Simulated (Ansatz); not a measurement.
Consider the ligand exchange at the Al–O bond: `C[O][AlH][Cl]` + `N=C=O` → `O=C=[N][AlH][Cl]` + CH₃OH.

Program: Ansatz. Geometries: PBE0-D4/def2-TZVP. ΔE: electronic, gas phase. CBS: MP2 limit from def2 TZ/QZ plus the TZ coupled-cluster correction, frozen cores. This one scheme is used for every species. DFT in def2-TZVPP. B3LYP here is the variant with VWN-RPA as its local correlation; programs differ in this. HSE06 is defined as in plane-wave codes. Each species was taken in one conformer, which may not be the lowest.

```tsv
level	ΔE (kJ/mol)	difference from CCSD(T)/CBS
LDA (SPW92)	3.9	9.5
PBE-D4	-0.4	5.2
revPBE-D4	-2.0	3.6
BLYP-D4	2.2	7.8
r2SCAN-D4	-1.9	3.7
B97M-V	-4.5	1.1
PBE0-D4	-6.3	-0.7
B3LYP-D4	-2.4	3.2
r2SCANh-D4	-3.8	1.8
r2SCAN0-D4	-6.4	-0.8
BHLYP-D4	-7.7	-2.1
CAM-B3LYP-D4	-2.0	3.6
ωB97X-V	-4.0	1.6
ωB97M-V	-3.5	2.1
B2PLYP	-3.6	2.0
PBE	-1.2	4.4
revPBE	-3.5	2.1
BLYP	0.7	6.3
PBE0	-6.9	-1.3
B3LYP	-3.5	2.1
r2SCANh	-4.0	1.6
r2SCAN0	-6.6	-1.0
HSE06	-7.1	-1.5
BHLYP	-8.6	-3.0
CAM-B3LYP	-2.6	3.0
LC-ωPBE	-5.1	0.5
RPA@PBE/def2-TZVPP	-3.4	2.2
HF/def2-SVP	-25.1	-19.5
MP2/def2-SVP	-8.6	-3.0
CCSD/def2-SVP	-10.5	-4.9
CCSD(T)/def2-SVP	-8.4	-2.8
HF/def2-TZVPP	-17.0	-11.4
CCSD/def2-TZVPP	-7.3	-1.7
CCSD(T)/def2-TZVPP	-5.4	0.2
HF/def2-QZVPP	-16.3	-10.7
MP2/def2-QZVPP	-5.8	-0.2
SCS-MP2/def2-QZVPP	-6.0	-0.4
HF/CBS(def2)	-16.2	-10.6
MP2/CBS(def2)	-6.2	-0.6
CCSD/CBS(def2)	-7.5	-1.9
CCSD(T)/CBS	-5.6	0
```

Largest T1 diagnostic among the species: 0.018.

Leaving LDA and LC-ωPBE aside and taking each functional with its dispersion term where it has one, the values, not all of them listed here, spread over 10.6 kJ/mol, from PBE-QIDH to BLYP-D4. LDA lies +5.1 kJ/mol from PBE without D4. From PBE to PBE0 (25 % exact exchange), in def2-TZVPP and without D4, ΔE moves by −5.8 kJ/mol. In def2-TZVPP, CCSD(T) changes the Hartree–Fock value by +11.6 kJ/mol (the triples alone add +1.9 kJ/mol) and MP2 by +11.0 kJ/mol.
